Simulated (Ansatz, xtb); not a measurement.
## Relative energy of two isomers of C3H9B2Br

Structure I is `CCBCBBr`, a singlet and structure II is `CCB(C)BBr`, a singlet. Both are isolated molecules in the gas phase, relaxed with B3LYP-D3(BJ)/def2-SVP; each stands in its lowest conformer found.

Q: Which of the two would you expect CCSD(T)/def2-SVP + ΔMP2/def2-TZVPP electronic energies to favour?

A: Structure I; the calculation gives E(II) − E(I) = +0.367 eV.

How the difference moves with the method:

```tsv
level	geometry	E(II) − E(I) (eV)	departure from the last row (eV)	job, with rough time for the two
GFN2-xTB	GFN2-xTB	+0.544	+0.177	optimisation, 0.59 s
HF/STO-3G	GFN2-xTB	+0.315	−0.052	single point, 0.42 s
r2SCAN-D4/def2-SVP	GFN2-xTB	+0.376	+0.009	single point, 3.9 s
B3LYP-D3(BJ)/def2-SVP	B3LYP-D3(BJ)/def2-SVP	+0.379	+0.012	optimisation, 76 s
HF/def2-SVP	B3LYP-D3(BJ)/def2-SVP	+0.366	−0.001	part of the CCSD(T) run
MP2/def2-SVP	B3LYP-D3(BJ)/def2-SVP	+0.440	+0.074	part of the CCSD(T) run
CCSD(T)/def2-SVP	B3LYP-D3(BJ)/def2-SVP	+0.382	+0.015	single point
CCSD(T)/def2-SVP + ΔMP2/def2-TZVPP	B3LYP-D3(BJ)/def2-SVP	+0.367		single point, 81 s
```

As drawn, II has 1 B–B, 1 C–H in place of 1 C–B, 1 B–H.

The levels shown agree on the order. The largest departure from CCSD(T)/def2-SVP + ΔMP2/def2-TZVPP is that of GFN2-xTB, 0.177 eV. The last row adds to CCSD(T) the change of the MP2 difference between the two basis sets, here −0.015 eV.

With thermal terms from frequencies at re-optimised GFN2-xTB minima (ideal gas, soft modes damped towards free rotors, one conformer each, 298.15 K, 1 atm): the zero-point term adds +0.006 eV; ΔH is +0.394 and ΔG +0.342 eV.

The correlated steps freeze 14 core orbitals; the filled d shell of Br is correlated, in a basis made for valence electrons. Codes used: Ansatz 0.2.0, xtb 6.7.1; the last row on 4 threads of Arm Neoverse V1 on a shared host.
